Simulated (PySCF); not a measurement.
# Nuclear quadrupole coupling in `[SiH3]N([SiH3])[SiH2]P`

H10NPSi3.
Cartesian coordinates in Å at the GFN2-xTB level; atoms count from 1:
```
atom  x, y, z in Å
Si1   -1.881   -1.173   -0.244
N2    -0.551   -0.061   -0.042
Si3   -0.737    1.601    0.475
Si4    1.019   -0.708   -0.405
P5     2.547    0.900   -0.169
H6    -3.106   -0.457    0.084
H7    -1.673   -2.311    0.654
H8    -1.882   -1.638   -1.632
H9    -2.168    1.819    0.662
H10   -0.200    2.489   -0.556
H11   -0.022    1.773    1.744
H12    1.262   -1.867    0.467
H13    1.064   -1.156   -1.804
H14    3.612    0.065   -0.449
H15    2.710    0.733    1.193
```

Field gradients from the PBE0/pcSseg-1 density (PySCF, non-relativistic), principal values in atomic units, ordered |Vxx| ≤ |Vyy| ≤ |Vzz|:

```
atom     Vxx     Vyy      Vzz
  N2  0.2845  0.3358  -0.6203
```

Q: Find the asymmetry η = (Vxx − Vyy)/Vzz and the couplings χ = eQV/h (234.96 MHz × Q in barn × V in au), with Q(14N) = 0.02044 b.

A: 
| atom | environment | nucleus | η | χzz (MHz) | χxx (MHz) | χyy (MHz) |
| --- | --- | --- | --- | --- | --- | --- |
| N2 | nitrogen bridging silicon atoms | 14N | 0.08 | -2.979 | 1.366 | 1.613 |

The tensor is traceless: Vxx + Vyy + Vzz = 0.

Q: What is Vzz at N2 in SI units (1 au = 9.71736 × 10²¹ V/m²)?

A: -0.6203 au = -6.028 × 10²¹ V/m².

Q: And the gradient at the other heavy atoms, for which no coupling is worked out here?

A: 
| atom | environment | Vzz (au) | η |
| --- | --- | --- | --- |
| Si1 | SiH3 silicon | 0.435 | 0.04 |
| Si3 | SiH3 silicon | 0.462 | 0.11 |
| Si4 | SiH2 silicon | -0.286 | 0.88 |
| P5 | three-coordinate phosphorus | -0.995 | 0.37 |

Were the hydrogens deuterons (Q(2H) = 0.00286 b), χzz would run from 105 kHz (H12 and H13) to 146 kHz (H14).

Geometry: GFN2-xTB, one conformer, isolated molecule. GFN2-xTB bond lengths can be off by several hundredths of an ångström, more for odd bonds, and the gradients follow them. A larger basis could move these couplings by a tenth or more.

These values come from a run that also computed NMR shieldings. Time: 37 s (with the writing of density and orbital grids); peak memory 0.75 GiB. Hardware: one thread of an Intel Xeon Platinum 8488C, shared host with 192 logical CPUs at a one-minute load of 128.
